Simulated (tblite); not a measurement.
**Question.** Give a GFN2-xTB geometry of `CC(S[SiH3])=C1C=CC=C1`.

**Answer.** 
Z-matrix in Å and degrees, rows numbered from 1:
```
C 
C   1  1.4923
S   2  1.7628  1  112.50
Si  3  2.1653  2  105.59  1   134.69
C   2  1.3521  1  123.88  3  -179.76
C   5  1.4563  2  125.77  1    -7.49
C   6  1.3490  5  108.20  2  -179.54
C   7  1.4447  6  108.96  5    -1.44
C   8  1.3494  7  108.80  6     1.54
H   1  1.0913  2  109.65  3   -84.93
H   1  1.0863  2  111.54  3   154.43
H   1  1.0884  2  109.69  3    32.95
H   4  1.4570  3  102.24  2  -134.05
H   4  1.4520  3  106.21  2   -14.93
H   4  1.4567  3  108.92  2   108.44
H   6  1.0734  5  124.81  2    -1.99
H   7  1.0751  6  126.69  5   179.01
H   8  1.0753  7  124.37  6  -177.92
H   9  1.0743  5  124.55  2    -4.27
```

S3 (sulfur bonded to C and Si) is bent (angle 105.6°). The C–C distances run from 1.349 Å (C6=C7, drawn double) to 1.492 Å (C1–C2, drawn single), a spread of 0.143 Å. Of the pairs four or more bonds apart, Si4···H19 is among the closest relative to their van der Waals radii: 2.81 Å, 85 % of the sum of Bondi's values. The 5-membered ring C5–C6–C7–C8–C9 has internal angles of 105.6° to 109.0° (sum 540°, against 540° for a flat polygon); it is planar, 0.01 Å rms from its mean plane, widest ring torsion 2°.

Computed geometry: GFN2-xTB, gas phase.

Point group: C1 (no symmetry element, even within 0.4 Å). Its GFN2-xTB frequencies are all real (lowest 54 cm⁻¹). The numbers are those of one conformer (C1–C2–S3–Si4 135°). 3 starts were optimised and ended at 0.00, 0.19 and 0.66 kcal/mol (GFN2-xTB); the lowest of these is shown.

The run took 3.4 s of wall time on an Arm Neoverse N1 with one thread, on a shared host. That covers the optimisation of the geometry.
